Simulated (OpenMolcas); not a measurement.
**F II: effect of the basis set**

| Property | Result |
| --- | --- |
| Program | OpenMolcas 26.06 |
| Method | SS-CASPT2, IPEA 0.25 Eh, imaginary shift 0.1 Eh (closed shells correlated: 1s) |
| Active space | 6 electrons in 4 orbitals (2s 2p) |
| State averaging | 2S+1 = 3 even, 3 roots; 2S+1 = 1 even, 6 roots; 2S+1 = 3 odd, 3 roots; 2S+1 = 1 odd, 3 roots |
| Spin-orbit coupling | state interaction with AMFI integrals over the reference wave functions, term energies averaged over their components |

A. ANO-RCC-VDZP [3s2p1d], DKH2, point nucleus; CASPT2 step about 1.6 core-seconds
B. ANO-L-VTZP [4s3p2d1f], non-relativistic, point nucleus; CASPT2 step of the order of 1.4 core-seconds
C. ANO-RCC-VTZP [4s3p2d1f], DKH2, point nucleus; CASPT2 step roughly 1.1 core-seconds
D. ANO-R2 [4s4p2d1f], X2C, finite nucleus; CASPT2 step about 1.6 core-seconds
E. ANO-R3 [4s4p2d1f], X2C, finite nucleus; CASPT2 step roughly 1.2 core-seconds
F. ANO-RCC-VQZP [5s4p3d2f1g], DKH2, point nucleus; CASPT2 step roughly 2.4 core-seconds

Energies in cm⁻¹ above 2s² 2p⁴ ³P₂, the measured ground level; measured values from NIST Handbook of Basic Atomic Spectroscopic Data.

| Level | A | B | C | D | E | F | Measured |
| --- | --- | --- | --- | --- | --- | --- | --- |
| 2s² 2p⁴ ³P₂ | 0.0 | 0.0 | 0.0 | 0.0 | 0.0 | 0.0 | 0.0 |
| 2s² 2p⁴ ³P₁ | 328 | 321 | 323 | 319 | 319 | 320 | 341 |
| 2s² 2p⁴ ³P₀ | 486 | 476 | 479 | 473 | 473 | 474 | 490 |
| 2s² 2p⁴ ¹D₂ | 22120 | 21100 | 21040 | 21030 | 21010 | 20790 | 20873 |
| 2s² 2p⁴ ¹S₀ | 45910 | 44780 | 44660 | 44600 | 44600 | 44290 | 44918 |
| 2s 2p⁵ ³P°₂ | 168700 | 166400 | 167070 | 166810 | 166810 | 166500 | 164798 |
| 2s 2p⁵ ³P°₁ | 169020 | 166710 | 167380 | 167120 | 167120 | 166810 | 165107 |
| 2s 2p⁵ ³P°₀ | 169180 | 166860 | 167540 | 167280 | 167280 | 166960 | 165279 |
| 2s 2p⁵ ¹P°₁ | 244860 | 240870 | 241580 | 241010 | 241010 | 240370 |  |

Deviations, from unrounded energies. A percentage is the sum of absolute deviations over the sum of measured energies, with the sign that they share, or ± where signs differ.

| Against measurement | Levels | A | B | C | D | E | F |
| --- | --- | --- | --- | --- | --- | --- | --- |
| mean absolute deviation (cm-1) | 7 | 2000 | 740 | 1000 | 940 | 930 | 830 |
| fine structure of the ground term (%) | 2 | -2.0 | -4.1 | -3.5 | -4.7 | -4.7 | -4.4 |
| other terms of the ground configuration (%) | 2 | +3.4 | ±0.5 | ±0.6 | ±0.7 | ±0.7 | -1.1 |
| other configurations (%) | 3 | +2.4 | +1.0 | +1.4 | +1.2 | +1.2 | +1.0 |

B lies closest to measurement on these levels and A furthest from it. The largest miss of B in the table is 2s 2p⁵ ³P°₁, by +1600 cm-1. The ranking rests on the paired levels alone, and a cruder setting can come out closer through cancelling errors.

Among A to F the level of the table that moves most is 2s 2p⁵ ¹P°₁, by 4500 cm-1 (lowest in F, highest in A). Moves below CASPT2's spread within the term are not significant.

CASPT2 does not keep the components of a term degenerate, so their means are used; among the terms shown or strongly mixed into the levels shown the widest spread is 90 cm-1 (2s² 2p⁴ ¹D, B). Computed and measured levels are paired by configuration, term and J; levels that our copy of the source lacks, or whose pairing is in doubt (as where it misses far off the trend of its configuration), stay unpaired and out of the deviations. Only configurations of the active space appear.

° marks odd parity.
